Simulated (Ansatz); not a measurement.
`C=[N][SnH3]`, 8 atoms. Total charge 0; spin multiplicity 1. Correlated methods include outer-core shells of Sn, which these sets cover unevenly. Sn: def2 effective core potential. All runs use 2 threads of an Arm Neoverse V1 on a shared host. Correlated methods freeze the cores.

(1) How many basis functions does each run have, and how long does it take in Ansatz? RKS ωB97M-V/def2-SVP energy; RKS SPW92 (LDA)/def2-TZVPP energy; RHF-CCSD(T)/def2-SVP energy; RKS PBE-QIDH (frozen core)/def2-TZVPP energy; RKS PBE0-D4/def2-TZVP frequencies; RKS PBE0-D4/def2-QZVPP energy; RKS PBE0-D4/def2-TZVP relaxation (10 steps); RKS B2PLYP (frozen core)/def2-TZVPP energy; RHF-MP2/def2-QZVPP energy; direct RPA on PBE orbitals/def2-TZVPP energy; RKS HSE06 (plane-wave form)-D4/def2-TZVPP energy; RKS PBE0-D4/def2-SVP energy. (Estimate.)

Results:

(1) The calculation gave: Other jobs shared the machine, so times are rough.

```
                                    level                    job  functions  wall time  peak host memory (GiB)
               RKS SPW92 (LDA)/def2-TZVPP                 energy        182      1.3 s                    0.18
                     RKS PBE0-D4/def2-SVP                 energy         79      1.4 s                    0.14
RKS HSE06 (plane-wave form)-D4/def2-TZVPP                 energy        182        3 s                    0.34
                     RHF-CCSD(T)/def2-SVP                 energy         79      3.7 s                    0.27
    RKS PBE-QIDH (frozen core)/def2-TZVPP                 energy        182        6 s                    0.38
    direct RPA on PBE orbitals/def2-TZVPP                 energy        182        6 s                    0.38
      RKS B2PLYP (frozen core)/def2-TZVPP                 energy        182        6 s                    0.38
                     RKS ωB97M-V/def2-SVP                 energy         79        6 s                    0.22
                   RKS PBE0-D4/def2-QZVPP                 energy        346        7 s                    0.78
                       RHF-MP2/def2-QZVPP                 energy        346       18 s                     1.3
                    RKS PBE0-D4/def2-TZVP  relaxation (10 steps)        142       34 s                    0.27
                    RKS PBE0-D4/def2-TZVP            frequencies        142      110 s                    0.27
```
